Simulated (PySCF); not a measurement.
**A PySCF run on AgF**

State: ¹Σ⁺ (singlet), closed shell.

An equivalent input (the run itself took its basis sets from the Basis Set Exchange, started from a PBE0 density and held the occupation σ 6α 6β, πx 3α 3β, πy 3α 3β, δx 1α 1β, δy 1α 1β):

```python
from pyscf import gto, scf, cc
mol = gto.M(atom='Ag 0 0 0; F 0 0 1.988', basis={'Ag': 'def2-TZVPP', 'F': 'def2-TZVPP'}, ecp={'Ag': 'def2-TZVPP'},
            charge=0, spin=0, verbose=4, symmetry='C2v')
mf = scf.RHF(mol)
mf.irrep_nelec = {'A1': 14, 'A2': 2, 'B1': 6, 'B2': 6}
mf.conv_tol = 1e-9
mf.max_cycle = 60
mf.diis_space = 10
mf.kernel()
mycc = cc.CCSD(mf, frozen=[0, 84, 85, 86])
mycc.run(conv_tol=1e-7, conv_tol_normt=1e-5, max_cycle=80, diis_space=8)
et = mycc.ccsd_t()
```

The SCF ended at -245.59052062 hartree. The coupled-cluster part of the log:

```
******** <class 'pyscf.cc.ccsd.CCSD'> ********
CC2 = 0
CCSD nocc = 13, nmo = 83
frozen orbitals [0, 84, 85, 86]
max_cycle = 80
direct = 0
conv_tol = 1e-07
conv_tol_normt = 1e-05
diis_space = 8
diis_start_cycle = 0
diis_start_energy_diff = 1e+09
Init t2, MP2 energy = -246.506633448703  E_corr(MP2) -0.91611282826295
Init E_corr(CCSD) = -0.916112828264656
cycle = 1  E_corr(CCSD) = -0.861632032423681  dE = 0.0544807958  norm(t1,t2) = 0.083436
cycle = 2  E_corr(CCSD) = -0.886126306998111  dE = -0.0244942746  norm(t1,t2) = 0.0337699
cycle = 3  E_corr(CCSD) = -0.88359596347177  dE = 0.00253034353  norm(t1,t2) = 0.0352883
cycle = 4  E_corr(CCSD) = -0.883518585335591  dE = 7.73781362e-05  norm(t1,t2) = 0.0141003
cycle = 5  E_corr(CCSD) = -0.884575311269582  dE = -0.00105672593  norm(t1,t2) = 0.00881698
cycle = 6  E_corr(CCSD) = -0.884830150339283  dE = -0.00025483907  norm(t1,t2) = 0.00353715
cycle = 7  E_corr(CCSD) = -0.884577242013653  dE = 0.000252908326  norm(t1,t2) = 0.00199166
cycle = 8  E_corr(CCSD) = -0.884462933522526  dE = 0.000114308491  norm(t1,t2) = 0.000791593
cycle = 9  E_corr(CCSD) = -0.884553285104753  dE = -9.03515822e-05  norm(t1,t2) = 0.000392036
cycle = 10  E_corr(CCSD) = -0.884591236382799  dE = -3.7951278e-05  norm(t1,t2) = 0.000159404
cycle = 11  E_corr(CCSD) = -0.884573287978525  dE = 1.79484043e-05  norm(t1,t2) = 6.73804e-05
cycle = 12  E_corr(CCSD) = -0.884573388516453  dE = -1.00537928e-07  norm(t1,t2) = 3.19303e-05
cycle = 13  E_corr(CCSD) = -0.884573771244848  dE = -3.82728395e-07  norm(t1,t2) = 1.60814e-05
cycle = 14  E_corr(CCSD) = -0.884573176115727  dE = 5.95129121e-07  norm(t1,t2) = 4.70905e-06
cycle = 15  E_corr(CCSD) = -0.884573181814935  dE = -5.69920766e-09  norm(t1,t2) = 2.43731e-06
CCSD converged
E(CCSD) = -246.4750938022549  E_corr = -0.8845731818149351
CCSD(T) correction = -0.0257859270539064
```

T1 diagnostic 0.023, D1 0.105, 26 electrons correlated, 3 of the virtual orbitals (those above 20 hartree) left out.

Repeating this along the bond gives Re = 1.981 Å and ωe = 513 cm⁻¹.

A point of this curve took 54 CPU seconds beside 0.4 for the integrals, on Arm Neoverse V1 (shared host).

Correlated steps freeze 1 core orbital. Spin–orbit coupling is left out. The CCSD T1 diagnostic is raised, a sign that a single reference may not be enough here.
